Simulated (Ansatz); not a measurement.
Coupled-cluster run, C3H9NSi (`CC(C)=N[SiH3]`).

```yaml
crystal:
  periodic: [false, false, false]
  atoms:
    - {symbol: C, position_ang: [-1.445653, 1.423059, 0.278205]}
    - {symbol: C, position_ang: [-0.390352, 0.379256, 0.076358]}
    - {symbol: C, position_ang: [0.759826, 0.406729, 1.053308]}
    - {symbol: N, position_ang: [-0.495541, -0.455722, -0.870241]}
    - {symbol: Si, position_ang: [0.619636, -1.723971, -1.260066]}
    - {symbol: H, position_ang: [-1.875753, 1.334562, 1.281426]}
    - {symbol: H, position_ang: [-1.002411, 2.422690, 0.218269]}
    - {symbol: H, position_ang: [-2.230111, 1.322809, -0.469071]}
    - {symbol: H, position_ang: [0.669351, 1.204413, 1.791099]}
    - {symbol: H, position_ang: [1.702208, 0.537014, 0.513245]}
    - {symbol: H, position_ang: [0.821669, -0.549857, 1.580251]}
    - {symbol: H, position_ang: [0.822761, -2.659749, -0.114274]}
    - {symbol: H, position_ang: [1.953789, -1.176216, -1.644943]}
    - {symbol: H, position_ang: [0.077580, -2.494117, -2.404566]}
basis:
  gaussian: {orbitals: def2-TZVPP}
correlation: {method: ccsd_t}
```

```sh
$ ansatz run in.yaml --threads 4 --pin off --events-out ev --progress --plain --max-ram 10444MiB
```

The program prints (abridged):

```
Functional definition: HF
1690 factors; integrals over basis functions are off by at most 1.1e-3 eV
mean field evaluation 1: about -12575.1621 eV, gradient 4.1e1 eV
mean field evaluation 2: about -12575.4321 eV, gradient 4.1e1 eV
mean field evaluation 4: about -12579.9234 eV, gradient 5.6e0 eV
mean field evaluation 8: about -12580.0306 eV, gradient 3.7e-1 eV
mean field evaluation 16: about -12580.0317 eV, gradient 2.0e-6 eV
mean field -12580.03166928 eV, -462.3076367944 hartree, gradient 2.0e-6 eV, S^2 0.000000; 0 other end points of the search recorded, 0 dependent functions left out
9 core orbitals not correlated: weight in the atoms' cores, before any rotation towards them, 1.000 or more for the frozen orbitals, at most 0.000 for the correlated occupied ones
reference -12580.03166928 eV, -462.3076367944 hartree; 15, 15 occupied and 268, 268 virtual orbitals, 1690 factors
second order -22.82205214 eV of doubles, -0.00000000 eV of singles
cycle   1  -23.50478440 eV  change   -6.8e-1 eV  update   1.1e-1
cycle   2  -24.14395446 eV  change   -6.4e-1 eV  update   3.3e-2
cycle   3  -24.27857471 eV  change   -1.3e-1 eV  update   1.7e-2
cycle   4  -24.26893020 eV  change    9.6e-3 eV  update   4.5e-3
cycle   5  -24.26905068 eV  change   -1.2e-4 eV  update   2.3e-3
cycle   6  -24.26943370 eV  change   -3.8e-4 eV  update   6.6e-4
cycle   7  -24.26921506 eV  change    2.2e-4 eV  update   2.6e-4
cycle   8  -24.26925864 eV  change   -4.4e-5 eV  update   8.9e-5
cycle   9  -24.26928688 eV  change   -2.8e-5 eV  update   2.8e-5
perturbative correction -1.01332704 eV, -0.0372390818 hartree
Total energy: -12605.31428321 eV, -463.2367557189 hartree
```

It took 4.3 min on 4 threads of an Arm Neoverse V1 on a shared host, with 9.1 GiB of host memory at the peak.

MP2 recovers 90.3 % of the CCSD(T) correlation energy and the triples give 4.0 %; T1 = 0.0124.
